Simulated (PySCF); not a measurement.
A calculated (LDA, PySCF 2.14, ANO-RCC-VTZP, the spin-free X2C one-electron Hamiltonian (Gaussian nucleus)) atom or ion has these occupied shells.

```
shell  electrons  orbital energy (eV)  rms radius, mean of both spins (bohr)
 1s β          1              -8214.9                                 0.0625
 1s α          1              -8214.9                                 0.0625
 2s α          1              -1008.6                                  0.267
 2s β          1              -1006.8                                  0.267
 2p α          3              -873.01                                  0.239
 2p β          3              -871.58                                  0.239
 3s α          1              -139.79                                  0.793
 3s β          1              -136.24                                  0.793
 3p α          3              -100.36                                  0.838
 3p β          3              -96.932                                  0.838
 3d α          5              -37.192                                   1.03
 3d β          2              -34.443                                   1.03
 4s β          1              -24.251                                   2.72
```

(1) Name the element and its charge.

Answers

(1) Ni²⁺ (nickel, charge +2), in [Ar] 3d7 4s1, 4s spin antiparallel (an excited configuration).
